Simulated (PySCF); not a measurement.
A structure optimised at PBE-D3(BJ)/def2-SVP, used in a PySCF frequency run:

```xyz
9

Al     1.0599    -0.5423     0.0000
H      2.6441    -0.4913     0.0000
O      0.3237    -2.0851     0.0000
C     -0.9669    -2.6317     0.0000
H     -1.7728    -1.8600     0.0000
H     -1.1186    -3.2740     0.8966
H     -1.1186    -3.2740    -0.8966
Se    -0.2976     1.3589     0.0000
H      0.9157     2.2170     0.0000
```

Write its SMILES, formula and point group.

C[O][AlH][SeH], CH5AlOSe, Cs

What are its rotational constants (standard atomic weights)?

7.8415, 1.5032, 1.2717 GHz
